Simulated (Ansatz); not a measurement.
Cartesian coordinates (Å):
```xyz
7

C     -1.2784     0.4647    -0.3338
C     -0.0309     0.2420    -0.0101
C      1.2096    -0.0253     0.3078
F      2.0970     0.9447     0.6690
H     -1.5752     0.6703    -1.3668
H     -2.0740     0.4605     0.4175
H      1.6519    -1.0225     0.3163
```
Charge 0, spin multiplicity 1.

These are frozen-core CCSD(T)/cc-pVQZ // PBE-D3(BJ)/def2-TZVP (Ansatz, an electronic-structure program) values and carry that method's errors. The restricted HF reference is unstable towards unrestricted orbitals.

The HF energy comes out as -214.79794 Ha and the MP2 correlation energy is -0.77198 Ha.

**Question.** Estimate the CCSD correlation energy, the (T) correction, the total energy and the T1 diagnostic.

**Answer.** 
```json
{
 "CCSD correlation energy": "-0.78654 Ha",
 "(T) correction": "-0.03569 Ha",
 "CCSD(T) total energy": "-215.62017 Ha",
 "T1 diagnostic": "0.013"
}
```
